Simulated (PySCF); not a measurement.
```xyz
6
charge 0 multiplicity 3, angstrom
Mn    0.0000    0.0000    0.0019
H     0.0003    0.0003    1.5710
H     1.4269   -0.8126   -0.4198
H    -0.8127    1.4269   -0.4198
H    -1.4271    0.8125   -0.4196
H     0.8125   -1.4270   -0.4196
```

Method: PySCF, UPBE0, basis Mn def2-TZVP, H def2-TZVP (no relativity, density fitting).

This geometry of MnH5 is a stationary point at this level.

(1) What is the point group?

(2) Is it a minimum?

(3) List the harmonic modes with their infrared intensities.

(4) Give the atomic charges and bond orders.

Results:

(1) C2v.

(2) No: it has 1 imaginary mode, at 435i cm⁻¹ (b1).

(3) 
```json
{"symmetry": "b1", "ω (cm⁻¹)": "435i", "IR (km/mol)": "–"}
{"symmetry": "a1", "ω (cm⁻¹)": "279", "IR (km/mol)": "53.6"}
{"symmetry": "b2", "ω (cm⁻¹)": "372", "IR (km/mol)": "112"}
{"symmetry": "b1", "ω (cm⁻¹)": "542", "IR (km/mol)": "52.9"}
{"symmetry": "b2", "ω (cm⁻¹)": "706", "IR (km/mol)": "856"}
{"symmetry": "a1", "ω (cm⁻¹)": "1044", "IR (km/mol)": "157"}
{"symmetry": "a2", "ω (cm⁻¹)": "1446", "IR (km/mol)": "0.0"}
{"symmetry": "b1", "ω (cm⁻¹)": "1652", "IR (km/mol)": "15.8"}
{"symmetry": "a1", "ω (cm⁻¹)": "1825", "IR (km/mol)": "258"}
{"symmetry": "a2", "ω (cm⁻¹)": "1839", "IR (km/mol)": "0.0"}
{"symmetry": "b2", "ω (cm⁻¹)": "2558", "IR (km/mol)": "2147"}
{"symmetry": "a1", "ω (cm⁻¹)": "2581", "IR (km/mol)": "813"}
```

(4) 
```tsv
atom	Mulliken	Löwdin	polar tensor	spin (Mulliken)	Mayer order to Mn1
Mn1	0.08	-0.24	0.35	2.39	–
H2	-0.17	-0.09	-0.42	-0.18	0.97
H3,4,5,6	0.02	0.08	0.02	-0.05	0.45
```
Other Mayer orders above 0.3: H–H 0.53 (×2).

Only a few start shapes were tried, so a lower isomer may exist. With open d or f shells other occupations or spin states may lie lower.
